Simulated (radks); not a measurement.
Results of a calculation; reference values are marked as such.
Dipole-allowed excitations along the series with 78 electrons in [Xe] 4f14 5d10. Code: a radial shooting solver on a logarithmic mesh with Libxc functionals. Model: scalar-relativistic Kohn-Sham, LDA (Slater exchange, Perdew-Wang correlation), spin-unpolarised, spherical densities, finite nucleus; Fermi nuclear charge, rms radius of each element as measured or else 0.836 A^(1/3) + 0.57 fm. Time-dependent linear response with the Hartree and adiabatic LDA kernel, continuum included through the Sternheimer equations, no spin-orbit coupling, so fine structure and intercombination lines are absent. Lines are the poles of the dipole polarisability below minus the highest occupied eigenvalue, found on a grid refined at the orbital gaps; the lowest seven at most are given, and weak or close lines can be missed. The first line takes the name of the lowest orbital gap if no other gap lies below it; otherwise a line is named after a gap within 0.6 % of it, if that gap stands alone.

species  -e(HOMO) (eV)  lowest orbital gap (eV)  first line (eV)      f  strongest line (eV)  its f  static alpha (bohr^3)
Au+             15.620              5d-6p 8.738    9.413 (5d-6p)  0.698            the first  0.698                  14.24
Hg2+            29.076             5d-6p 14.018   14.846 (5d-6p)  0.875            the first  0.875                  8.161
Tl3+            44.603             5d-6p 19.864   20.789 (5d-6p)  0.994  35.711 (unassigned)   1.37                  5.379
